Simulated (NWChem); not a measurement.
Molecule: CH3BrGeO, singlet; SMILES C[O][Ge][Br]

```xyz
7

Ge     0.8722    -0.6566    -0.0004
Br    -0.3753     1.3750    -0.0017
O     -0.4173    -1.8629     0.0033
C     -1.8193    -1.8143     0.0069
H     -2.1998    -0.7792    -0.0124
H     -2.2070    -2.3532    -0.8732
H     -2.2024    -2.3171     0.9102
```
Atoms are numbered in this order, from 1.

Level: PBE0/def2-SVP (NWChem), optimised geometry, unscaled harmonic frequencies. Low-valent species are run as closed-shell singlets; no triplet was tried in these runs. This build's default masses of Se (78.918 u) and Br (79.917 u) are each other's, which moves their modes by up to 0.6 %.

```
frequency (cm⁻¹)  IR intensity (km/mol)
----------------  ---------------------
81                                  0.0
136                                 3.2
167                                12.8
259                                19.1
313                                42.0
599                                76.4
1150                              193.0
1171                                2.1
1187                               34.6
1457                               10.2
1468                                5.7
1471                                3.1
3032                               59.2
3131                               21.4
3133                               12.1
```

```json
{
 "zero_point_energy": "26.8 kcal/mol",
 "thermal correction to the enthalpy at 298.15 K (with zero-point energy)": "31.2 kcal/mol",
 "heat capacity Cv": "17.1 cal/(mol K)",
 "entropy at 298.15 K and 1 atm (symmetry number 1)": "82.4 cal/(mol K)",
 "dipole_moment": "1.39 D"
}
```

Rigid rotor and harmonic oscillator; modes under 100 cm⁻¹ make the entropy uncertain.
